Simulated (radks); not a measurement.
Kinetic energies: the exact non-interacting value of the Kohn-Sham orbitals and orbital-free approximations, in hartree. Species: Cr [Ar] 3d5 4s1; Cd30+ [Ar]. Method: non-relativistic Kohn-Sham, exchange-only B88, spin-polarised, spherical densities, point nucleus; computed with a radial shooting solver on a logarithmic mesh with Libxc functionals. Every spin shell is full or empty, so the densities are truly spherical. Functionals are evaluated on that one density, not self-consistently.

exact: Cr 1043.49; Cd30+ 4825.41
Thomas-Fermi: Cr 973.45; Cd30+ 4501.3
TF + vW: Cr 1530.8; Cd30+ 6856.7
TF + vW/9: Cr 1035.4; Cd30+ 4763.0
TF + vW/5: Cr 1084.9; Cd30+ 4972.4
LC94: Cr 1043.2; Cd30+ 4798.6
APBEK: Cr 1044.3; Cd30+ 4802.2
revAPBEK: Cr 1047.2; Cd30+ 4813.7
Pearson: Cr 1029.2; Cd30+ 4740.5
PG1: Cr 1258.6; Cd30+ 5692.4
